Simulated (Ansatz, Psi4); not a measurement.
# Worked example: the enthalpy of formation of CHBrCl2 (bromodichloromethane)

CHBrCl2: 5 atoms, total charge 0, spin state singlet. As SMILES, `ClC(Cl)Br`. The coordinates come from a PBE0-D4/def2-TZVP relaxation.

Total energies at wB97M-V/6-31G* (spherical functions) (Psi4 1.11); the atoms run unrestricted:

```tsv
species	state	energy (Eh)
CHBrCl2	singlet	-3532.696667
Cl	doublet	-460.093836
C	triplet	-37.830534
Br	doublet	-2573.660992
H	doublet	-0.491081
```

Harmonic wavenumbers at PBE0-D4/def2-TZVP, in cm⁻¹: 214, 222, 334, 615, 741, 784, 1195, 1235, 3185.

Measured heats of formation of the gaseous atoms at 298.15 K, in kJ/mol: Cl 121.3, C 716.9, Br 111.9, H 218.0. Spin-orbit lowering of the atoms at 298 K (mean of the ground term's levels less their thermal mean, from spectra), in kJ/mol: Cl 3.44, C 0.02, Br 14.69. Take 1 Eh = 2625.50 kJ/mol, 1 cm⁻¹ = 0.0119627 kJ/mol, RT = 2.479 kJ/mol.

Task: What heat of formation follows?

Result: 
1. Electronic atomisation energy: 2 × (-460.093836) + (-37.830534) + (-2573.660992) + (-0.491081) − (-3532.696667) = 0.526388 Eh = 1382.0 kJ/mol.
2. Zero-point energy: half the sum of the wavenumbers, 4262.5 cm⁻¹ = 51.0 kJ/mol.
3. Thermal vibrational enthalpy, Σ hcν̃/(exp(hcν̃/kT) − 1): 4.8 kJ/mol. Translation, rotation and pV of a non-linear molecule: 4 RT = 9.9 kJ/mol.
4. The 5 free atoms carry 5/2 RT each: 31.0 kJ/mol.
5. Spin-orbit coupling lowers the free atoms by 2 × 3.44 + 0.02 + 14.69 = 21.6 kJ/mol.
6. Atomisation enthalpy at 298 K: 1382.0 − 21.6 − 51.0 − 4.8 − 9.9 + 31.0 = 1325.7 kJ/mol.
7. Sum of the atoms' heats of formation: 1289.4 kJ/mol. Heat of formation: 1289.4 − 1325.7 = -36.3 kJ/mol.

The tabulated value is -51.5 kJ/mol (Active Thermochemical Tables), so this level is off by +15.2 kJ/mol, or 1.1 % of the atomisation enthalpy that the table implies (1340.8 kJ/mol). Relativity is left out. Anharmonicity and any spin-orbit splitting of the molecule are left out.
